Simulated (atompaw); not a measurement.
**Reading a pseudo-wave (hydrogen (H))**

Columns: radius, all-electron u(r) and pseudo u(r) of the 1s shell (level -6.33 eV) of hydrogen in the configuration 1s1; PBEsol, non-relativistic, PAW (atompaw) scheme, atompaw 4.2.0.5.

```
r (bohr)  all-electron  pseudo
   0.048        0.0860  0.0613
   0.096        0.1639  0.1219
   0.144        0.2343  0.1814
   0.192        0.2977  0.2390
   0.240        0.3546  0.2944
   0.288        0.4054  0.3470
   0.337        0.4517  0.3974
   0.385        0.4918  0.4432
   0.433        0.5273  0.4852
   0.481        0.5584  0.5233
   0.529        0.5856  0.5572
   0.577        0.6091  0.5871
   0.625        0.6293  0.6130
   0.673        0.6464  0.6349
   0.721        0.6607  0.6532
   0.769        0.6724  0.6679
   0.817        0.6817  0.6795
   0.865        0.6889  0.6881
   0.913        0.6942  0.6942
   0.962        0.6977  0.6981
   1.010        0.6995  0.7000
   1.058        0.6998  0.7002
   1.106        0.6988  0.6990
   1.154        0.6966  0.6967
   1.202        0.6933  0.6933
   1.250        0.6889  0.6889
```

Problem. How many radial nodes do the two functions have?

Solution. The all-electron 1s function has n − l − 1 = 0; the pseudo-wave has 0.

Problem. Is the pseudo-wave norm-conserving?

Solution. No, it belongs to a PAW set: the norm inside the radius is not constrained, and the difference is carried by the augmentation charge.
